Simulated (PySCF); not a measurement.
Excitations are Tamm–Dancoff values on a coarser integration grid. The basis has no diffuse functions, so Rydberg states are missing or too high.

H₂BBrS₂, SMILES `SB(S)Br` (H–S–B–Br torsion -180°, Br–B–S–H torsion 180°) (charge 0, multiplicity 1)

These are r2SCAN-D4/def2-TZVP (PySCF) values and carry that method's errors.

```json
{
 "HOMO": "-6.98 eV",
 "dipole_moment": "0.495 e·Å",
 "HOMO–LUMO gap": "5.19 eV",
 "LUMO": "-1.79 eV",
 "S1 excitation (TDA)": "5.74 eV",
 "S1 oscillator strength": "0.000",
 "brightest of the four lowest singlets (TDA)": "6.05 eV",
 "T1 excitation (TDA)": "4.68 eV",
 "S1–T1 gap (TDA)": "1.07 eV",
 "total_energy": "-3396.6394 Ha",
 "cost": "about 9 core-minutes (a rough figure)"
}
```

```xyz
6

S     -1.3867    -0.8466     0.0241
B     -0.2720     0.5594     0.0408
S      1.5202     0.5720    -0.0443
Br    -1.1132     2.2894     0.1671
H     -0.4595    -1.8168    -0.0683
H      1.7113    -0.7575    -0.1194
```
Charge 0, spin multiplicity 1.
